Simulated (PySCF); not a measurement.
iodoethene (C2H3I), SMILES C=CI.

Coordinates come from a B3LYP-D3(BJ)/def2-TZVP optimisation. The def2 effective core potentials stand for the cores of I; spin–orbit coupling is left out.

Method: CAM-B3LYP/def2-TZVPD in PySCF.

Symmetry labels are those of the subgroup Cs that the program uses (full group Cs).

Computed valence orbital energies around the gap with their symmetry:
```json
[
 {"orbital": "HOMO−7", "symmetry": "A'", "energy (eV)": "-21.12"},
 {"orbital": "HOMO−6", "symmetry": "A'", "energy (eV)": "-17.77"},
 {"orbital": "HOMO−5", "symmetry": "A'", "energy (eV)": "-14.97"},
 {"orbital": "HOMO−4", "symmetry": "A'", "energy (eV)": "-13.78"},
 {"orbital": "HOMO−3", "symmetry": "A'", "energy (eV)": "-11.07"},
 {"orbital": "HOMO−2", "symmetry": "A\"", "energy (eV)": "-10.68"},
 {"orbital": "HOMO−1", "symmetry": "A'", "energy (eV)": "-8.85"},
 {"orbital": "HOMO", "symmetry": "A\"", "energy (eV)": "-8.35"},
 {"orbital": "LUMO", "symmetry": "A'", "energy (eV)": "0.09"},
 {"orbital": "LUMO+1", "symmetry": "A\"", "energy (eV)": "0.57"},
 {"orbital": "LUMO+2", "symmetry": "A'", "energy (eV)": "0.99"},
 {"orbital": "LUMO+3", "symmetry": "A'", "energy (eV)": "1.10"}
]
```
